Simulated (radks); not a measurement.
The numbers below are computed, except where a source is named.
Valence configurations of neutral erbium (all share [Xe]). Level of theory: scalar-relativistic Kohn-Sham, PBE, spin-polarised, spherical densities, finite nucleus; open shells are filled with parallel spins first (spin-orbit coupling, left out, can overturn this in heavy ions); Fermi nuclear charge, rms radius 5.2516 fm (a radial shooting solver on a logarithmic mesh with Libxc functionals). Order these by energy: 4f11.5 5d0.5 6s2; 4f12 5d2; 4f12 5d1 6s1; 4f12 5d0.5 6s1 6p0.5; 4f12 6s1.5 6p0.5; 4f11.5 6s2 6p0.5; 4f10 5d1 6s2 6p1; 4f11 5d1 6s2; 4f12 6s2; 4f10 5d2 6s2.

Answer. From the lowest, in eV above it: 4f12 6s2 0.000; 4f11.5 5d0.5 6s2 1.216; 4f12 6s1.5 6p0.5 1.222; 4f11.5 6s2 6p0.5 1.490; 4f12 5d0.5 6s1 6p0.5 2.276; 4f12 5d1 6s1 2.400; 4f11 5d1 6s2 3.505; 4f12 5d2 5.439; 4f10 5d2 6s2 11.580; 4f10 5d1 6s2 6p1 14.315. NIST lists [Xe] 4f12 6s2 as the ground configuration; this level of theory agrees among the configurations tried. The energies are those of spherical high-spin densities, not of single terms.
